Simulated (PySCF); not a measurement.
**Tl: excitation energy**

Tl [Xe] 4f14 5d10 6s2 6p1 (2P) → Tl [Xe] 4f14 5d10 6s1 6p2 (4P), as a difference of total energies. Calculation: PySCF 2.14, in x2c-TZVPPall (11s7p6d3f, 83 functions); scalar relativity by spin-free X2C-1e. Correlated levels: valence and next inner shell: [Kr] 4d10 4f14 frozen. The calculations carry no spin-orbit coupling.

```json
{"method": "UHF", "excitation energy (eV)": "4.349"}
{"method": "MP2 (valence and next inner shell)", "excitation energy (eV)": "6.019"}
{"method": "SCS-MP2 (valence and next inner shell)", "excitation energy (eV)": "6.084"}
{"method": "CCSD (valence and next inner shell)", "excitation energy (eV)": "5.725"}
{"method": "CCSD(T) (valence and next inner shell)", "excitation energy (eV)": "5.802"}
```

Question: How much does correlation contribute at CCSD(T) (valence and next inner shell)?

Answer: 5.802 − (4.349) = 1.453 eV, measured against UHF.

Spin-orbit coupling is strong in these open shells (close to jj coupling). The scalar numbers leave it out and a first-order estimate fails, so it can dominate the gap to the real levels.
